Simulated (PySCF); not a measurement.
[Lu(H2O)5]3+ at several levels of theory

Computed with PySCF 2.14.0 (density fitting, no spin-orbit coupling) at the geometry relaxed with TPSS:

```xyz
16
[Lu(H2O)5]3+ (singlet in the valence; each metal's 4f electrons, 14 of them, lie in its core potential, out of spins and levels)
Lu   -0.0328    0.0000    0.0000
O    -0.6286    0.0438    2.1823
H    -0.7694    0.8340    2.7607
H    -0.8118   -0.7237    2.7781
O    -0.6286   -0.0438   -2.1823
H    -0.7694   -0.8340   -2.7607
H    -0.8118    0.7237   -2.7781
O     2.2044    0.0000    0.0000
H     2.8145   -0.0044   -0.7813
H     2.8145    0.0044    0.7813
O    -0.6022    2.2013   -0.0434
H     0.0032    2.9841   -0.0733
H    -1.5070    2.6025   -0.0347
O    -0.6022   -2.2013    0.0434
H    -1.5070   -2.6025    0.0347
H     0.0032   -2.9841    0.0733
```

| level | basis | state | HOMO (eV) | gap (eV) | charge on Lu1 (e) | population of f-type functions on Lu1 (polarisation alone where 4f lies in the core) | dipole about the centre of mass (D) | largest force component (eV/Å) |
| --- | --- | --- | --- | --- | --- | --- | --- | --- |
| TPSS | Lu lcecp-1-SVP with ECP60, O def2-SVP, H def2-SVP | singlet | -21.79 | 7.45 | 1.36 | 0.05 | 0.12 | 0.02 |
| M06-L | the same | singlet | -22.14 | 7.89 | 1.60 | 0.05 | 0.12 | 0.44 |
| BP86 | the same | singlet | -21.79 | 7.09 | 1.27 | 0.05 | 0.12 | 0.17 |
| PBE | the same | singlet | -21.67 | 7.10 | 1.26 | 0.05 | 0.13 | 0.10 |
| TPSS | Lu lcecp-1-TZVP with ECP60, O def2-TZVP, H def2-TZVP | singlet | -21.83 | 7.52 | 1.90 | 0.07 | 0.16 | 0.38 |

In the lcecp rows the 4f levels are missing from HOMO and gap, and the state counts the valence alone.

Charges are Mulliken's, which hang on the basis. The relaxation used the grid (50, 194), these runs (75, 302) or, all-electron (x2c bases, spin-free X2C Hamiltonian), (99, 590).

Q: What does wB97X with Lu lcecp-1-SVP with ECP60, O def2-SVP, H def2-SVP give here?

A: state singlet, HOMO (eV) -26.20, gap (eV) 14.88, charge on Lu1 (e) 1.45, population of f-type functions on Lu1 (polarisation alone where 4f lies in the core) 0.06, dipole about the centre of mass (D) 0.10, largest force component (eV/Å) 0.47. Time: 11 s on 4 threads of Arm Neoverse V1, on a shared host, from an already converged density.

In the first row's basis the gap widens with exact exchange: 7.1 to 7.9 eV for BP86, PBE, TPSS, M06-L (none); 14.9 eV for wB97X (rising or full at long range).

No frequency check is given that shows the relaxed geometry to be a minimum. An lcecp potential fixes the number of 4f electrons, so in runs with it no electron can move into or out of that shell.
